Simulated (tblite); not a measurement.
Compound: C4H10BNO2.
Numbering: `[H]/[N:6]=[CH:5]\[CH2:4][B:3]([O:2][CH3:1])[O:7][CH3:8]` (hydrogens: H9, H10, H11 on C1; H12, H13 on C4; H14 on C5; H15 on N6; H16, H17, H18 on C8)

Computed with GFN2-xTB (tblite), gas phase: L-BFGS steps from a force-field or distance-geometry start until the largest atomic force falls under 0.01 eV/Å.

Step 12: E = -706.5253 eV
```
atom  x, y, z in Å  |  force x, y, z in eV/Å
C1      2.4587   -0.9622   -0.2910   -0.009  -0.027   0.010
O2      1.4362   -0.4061    0.4894   -0.084   0.102   0.123
B3      0.1182   -0.3403    0.1338   -0.025   0.125  -0.276
C4     -0.4279    1.0497   -0.4896   -0.152   0.065   0.032
C5     -0.3194    2.2522    0.4061   -0.018   0.034  -0.117
N6     -0.0814    2.3146    1.6313    0.098   0.031   0.215
O7     -0.6295   -1.4530    0.2518    0.233   0.077   0.058
C8     -1.9973   -1.5006   -0.0575    0.013  -0.110   0.001
H9      2.0673   -1.6446   -1.0514    0.033  -0.078   0.105
H10     3.1405   -1.4898    0.3752    0.093  -0.050  -0.061
H11     2.9814   -0.1433   -0.7958    0.154  -0.041  -0.035
H12    -1.4810    1.0239   -0.7973    0.107  -0.108  -0.004
H13     0.1480    1.2419   -1.4049   -0.058   0.078   0.130
H14    -0.5288    3.2043   -0.0856    0.036  -0.021   0.068
H15     0.1264    1.4294    2.0992   -0.044   0.042  -0.195
H16    -2.3145   -2.5260    0.1298   -0.185   0.053   0.038
H17    -2.1460   -1.2540   -1.1079   -0.130  -0.043  -0.143
H18    -2.5596   -0.7899    0.5525   -0.064  -0.130   0.054
```

Step 13: E = -706.5377 eV
```
atom  x, y, z in Å  |  force x, y, z in eV/Å
C1      2.4642   -0.9631   -0.2926    0.024  -0.056  -0.003
O2      1.4335   -0.4035    0.4723   -0.036   0.120   0.117
B3      0.1146   -0.3320    0.1248   -0.037  -0.014  -0.177
C4     -0.4303    1.0554   -0.4874   -0.153   0.109  -0.027
C5     -0.3187    2.2549    0.4071   -0.020   0.088   0.005
N6     -0.0766    2.3194    1.6316    0.084   0.055   0.208
O7     -0.6383   -1.4399    0.2672    0.194  -0.013  -0.027
C8     -2.0026   -1.5094   -0.0577   -0.014  -0.057   0.037
H9      2.0890   -1.6549   -1.0497   -0.047  -0.101   0.043
H10     3.1437   -1.4885    0.3757    0.098  -0.051   0.032
H11     2.9979   -0.1545   -0.8009    0.123   0.020  -0.032
H12    -1.4784    1.0324   -0.8037    0.018  -0.117   0.003
H13     0.1471    1.2562   -1.3954    0.012   0.082   0.014
H14    -0.5256    3.2093   -0.0785    0.025  -0.003   0.016
H15     0.1271    1.4362    2.1023   -0.027  -0.003  -0.177
H16    -2.3250   -2.5327    0.1334   -0.071   0.012   0.009
H17    -2.1491   -1.2666   -1.1106   -0.100  -0.043  -0.090
H18    -2.5811   -0.8123    0.5504   -0.073  -0.028   0.049
```

Step 14: E = -706.5438 eV
```
atom  x, y, z in Å  |  force x, y, z in eV/Å
C1      2.4671   -0.9642   -0.2931    0.039  -0.039   0.005
O2      1.4318   -0.4003    0.4655    0.026   0.099   0.046
B3      0.1125   -0.3276    0.1162   -0.007  -0.060  -0.069
C4     -0.4336    1.0600   -0.4865   -0.074   0.102  -0.029
C5     -0.3185    2.2577    0.4092   -0.024   0.097   0.096
N6     -0.0731    2.3233    1.6339    0.055   0.063   0.100
O7     -0.6401   -1.4336    0.2743    0.075  -0.066  -0.101
C8     -2.0047   -1.5143   -0.0572   -0.019  -0.009   0.024
H9      2.0990   -1.6618   -1.0478   -0.080  -0.088   0.031
H10     3.1468   -1.4886    0.3762    0.072  -0.035   0.067
H11     3.0082   -0.1602   -0.8037    0.073   0.013  -0.010
H12    -1.4772    1.0344   -0.8070   -0.071  -0.100  -0.006
H13     0.1466    1.2647   -1.3901    0.034   0.096  -0.041
H14    -0.5234    3.2118   -0.0745    0.015   0.035  -0.013
H15     0.1270    1.4391    2.1004   -0.006  -0.054  -0.123
H16    -2.3317   -2.5359    0.1354    0.004  -0.015  -0.001
H17    -2.1526   -1.2739   -1.1130   -0.067  -0.050  -0.010
H18    -2.5929   -0.8243    0.5499   -0.047   0.013   0.035
```

**Question.** Estimate the geometry and energy of step 15. (The exact step hangs on the optimiser's Hessian estimate; all steps are aligned on step 14, rigid shifts and turns removed.)

**Answer.** E = -706.5482 eV, largest force 0.169 eV/Å
```
atom  x, y, z in Å  |  force x, y, z in eV/Å
C1      2.4687   -0.9650   -0.2924    0.041  -0.017   0.021
O2      1.4318   -0.3962    0.4649    0.066   0.067  -0.035
B3      0.1118   -0.3256    0.1101    0.035  -0.054   0.008
C4     -0.4369    1.0640   -0.4861    0.006   0.067  -0.009
C5     -0.3192    2.2609    0.4117   -0.026   0.082   0.132
N6     -0.0699    2.3263    1.6368    0.024   0.048  -0.015
O7     -0.6384   -1.4320    0.2740   -0.024  -0.084  -0.145
C8     -2.0049   -1.5167   -0.0573   -0.018   0.019   0.001
H9      2.1008   -1.6664   -1.0443   -0.082  -0.059   0.036
H10     3.1501   -1.4899    0.3764    0.035  -0.012   0.076
H11     3.0145   -0.1629   -0.8049    0.024  -0.022   0.010
H12    -1.4778    1.0314   -0.8084   -0.115  -0.067  -0.012
H13     0.1461    1.2709   -1.3876    0.023   0.104  -0.048
H14    -0.5220    3.2136   -0.0728    0.007   0.069  -0.020
H15     0.1264    1.4384    2.0953    0.013  -0.082  -0.068
H16    -2.3363   -2.5362    0.1369    0.050  -0.042  -0.004
H17    -2.1564   -1.2779   -1.1149   -0.043  -0.053   0.052
H18    -2.5972   -0.8305    0.5510   -0.016   0.037   0.020
```

The energy changes by -0.0044 eV. The first-order estimate −F·Δx gives -0.0060 eV and the mean of the old and new forces, exact on a quadratic surface, -0.0044 eV. The step makes an angle of 49° with the force vector and moves no atom by more than 0.008 Å.

What follows is the cost of the whole relaxation. The run took 4.1 s on one thread of an Intel Xeon at 2.50 GHz, shared host.
